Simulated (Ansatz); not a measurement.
This triplet lies 0.96 eV below the relaxed singlet at the level B3LYP/cc-pVTZ // PBE0-D3(BJ)/def2-TZVP (Ansatz, a quantum-chemistry and plane-wave program).

A geometry relaxed with PBE0-D3(BJ)/def2-TZVP in Ansatz, charge 0, multiplicity 3:

```xyz
7

C      0.6766    -0.1660     0.0297
Si    -1.0864     0.2657    -0.0385
H     -1.2284     1.5681    -0.7338
N      3.1036    -0.7589     0.1075
H     -1.6045     0.3632     1.3478
H     -1.8055    -0.7965    -0.7832
C      1.9444    -0.4757     0.0704
```

### Question
Write the SMILES of this molecule.

### Answer
`N#C[C][SiH3]`
